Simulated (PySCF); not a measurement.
C6H6O, SMILES C#C[C@@H]1CC=CO1. Atoms are numbered in the order given.

```xyz
13

C      2.6008    -0.2378     0.8220
C      1.5888     0.0745     0.2359
C      0.3668     0.4860    -0.4590
C     -0.7129     1.0911     0.4943
C     -1.7709     0.0134     0.4689
C     -1.4265    -0.9009    -0.4426
O     -0.2497    -0.6684    -1.0888
H      3.4974    -0.5248     1.3384
H      0.6336     1.1829    -1.2690
H     -1.0898     2.0560     0.1126
H     -0.2975     1.2754     1.4970
H     -2.6755     0.0049     1.0738
H     -1.9471    -1.8051    -0.7598
```
Charge 0, spin multiplicity 1.

Geometry optimised at B3LYP-D3(BJ)/def2-SVP. The structure was generated by enumeration; whether it is a known compound was not checked. Other conformers were not sampled.

All values below come from SMD-B3LYP/6-31G* (PySCF).

Solvation free energies are E(SMD) − E(gas) at the gas-phase geometry, for 1 M in both phases. In vacuum the dipole moment is 1.19 D.

| solvent | ΔG(solv) (kcal/mol) | its non-electrostatic (CDS) part | dipole (D) |
|---|---|---|---|
| water | [?] | [?] | [?] |
| 1-octanol | -3.8 | 2.1 | 1.60 |
| methanol | -4.5 | 2.3 | 1.71 |

Task: Fill in the missing entries. (An estimate is asked for; the answer gives what the named calculation found.)

Result: 
- water, ΔG(solv) (kcal/mol): -2.0
- water, its non-electrostatic (CDS) part: 5.0
- water, dipole (D): 1.73
